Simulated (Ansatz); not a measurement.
`N[SiH2][SiH2]CO` → `C[SiH](N)[SiH2]O`  (isomerisation)

Gas-phase electronic energies from Ansatz, PBE0-D4/def2-TZVP geometries. CCSD(T)/CBS is the MP2 limit (def2-TZVPP, def2-QZVPP) plus CCSD(T) − MP2 in def2-TZVPP, frozen cores. Functionals use def2-TZVPP. B3LYP here is the variant with VWN-RPA as its local correlation; programs differ in this. Each species was taken in one conformer, which may not be the lowest.

`N[SiH2][SiH2]CO`:

Z-matrix (Å, degrees):
```
Si
Si 1 2.352
N 1 1.729 2 115.5
H 1 1.487 2 109.2 3 120.5
H 1 1.490 2 107.7 3 -121.0
C 2 1.902 1 112.3 3 175.2
H 2 1.495 1 110.5 3 52.6
H 2 1.497 1 110.0 3 -65.3
H 3 1.008 1 119.2 2 -62.1
H 3 1.008 1 118.5 2 77.2
O 6 1.423 2 112.0 1 59.3
H 6 1.093 2 109.5 1 -58.3
H 6 1.099 2 111.0 1 -175.3
H 11 0.960 6 108.4 2 59.9
```

`C[SiH](N)[SiH2]O`:

Cartesian coordinates in Å:
```
C -0.078 0.979 1.668
Si 0.734 0.175 0.188
N 0.594 -1.553 0.407
Si -0.516 0.458 -1.782
O -1.608 -0.787 -1.707
H -0.050 2.067 1.573
H -1.123 0.673 1.754
H 0.438 0.711 2.595
H 2.145 0.665 0.092
H 1.095 -2.156 -0.231
H 0.682 -1.916 1.345
H 0.307 0.360 -3.024
H -1.252 1.751 -1.851
H -1.369 -1.427 -1.026
```

| level | ΔE (kJ/mol) |
| --- | --- |
| r2SCAN-D4 | -201.8 |
| PBE0-D4 | -194.7 |
| B3LYP-D4 | -197.9 |
| ωB97X-V | -196.5 |
| B2PLYP | -201.0 |
| B3LYP | -193.8 |
| CCSD(T)/def2-TZVPP | -200.4 |
| SCS-MP2/def2-QZVPP | -206.6 |

Q: What does CCSD(T)/CBS give? (An estimate is asked.)

A: Ansatz gave: -203.5 kJ/mol. The listed levels differ from it by 1.7, 8.8, 5.6, 7.0, 2.5, 9.7, 3.1, -3.1 kJ/mol.

Largest T1 diagnostic among the species: 0.012.

From PBE to PBE0 (25 % exact exchange), in def2-TZVPP and without D4, ΔE moves by −6.0 kJ/mol. The D4 term adds −4.1 kJ/mol with B3LYP and −2.2 kJ/mol with PBE0; it sums over pairs of atoms, weighted by their polarisabilities, and B3LYP, whose exchange is more repulsive, gets the larger term.
